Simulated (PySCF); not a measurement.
## Spin states of GeF

Unrestricted PBE0; Ge def2-TZVPPD, F def2-TZVPPD; no relativity (PySCF 2.14). Outer shells of the fragments: Ge 3d10 4s2 4p2; F 2s2 2p5.

Followed along the bond (rough minima from three points):

```json
{"2Ms+1": "2", "unpaired": "π ↑", "⟨S²⟩ at the start": "0.75", "R at minimum (Å)": "1.76", "Te (eV)": "0.00"}
{"2Ms+1": "4", "unpaired": "σ ↑, π ↑↑", "⟨S²⟩ at the start": "3.75", "R at minimum (Å)": "1.77", "Te (eV)": "4.03"}
```

Solutions found at the starting distance of 1.775 Å, counted from the lowest of them; the search is not exhaustive and high or unbound solutions are not listed, so other states can lie among these:

```tsv
2Ms+1	unpaired	term	E (eV)	⟨S²⟩	⟨Lz²⟩	μ (D)
2	π ↑	²Π	0.00	0.75	1.01	-1.92
2	σ ↑	²Σ⁺	2.89	0.75	0.00	-1.13
4	σ ↑, π ↑↑	⁴Σ⁻	4.03	3.75	0.00	-1.60
2	σ ↑, π ↑↓	mixed	5.10	1.76	2.02	-1.12
2	σ ↓, π ↑↑	mixed	5.41	1.77	0.00	-0.70
4	σ ↑↑, π ↑	⁴Π	6.87	3.75	1.00	-0.70
4	π ↑↑↑	⁴Π	7.02	3.76	1.00	2.53
4	σ ↑, π ↑↑	mixed	9.16	3.76	2.01	2.10
4	σ ↑, π ↑↑	mixed	9.33	3.75	2.01	2.15
```

A term symbol is given only where ⟨S²⟩ and ⟨Lz²⟩ are close to those of a pure state; real π, δ and φ orbitals otherwise mix terms. A positive dipole means Ge(−)F(+).

Spin–orbit coupling is left out. Counting both spins, an empty level lies below a filled one in some of these solutions, because spin and occupation are held.
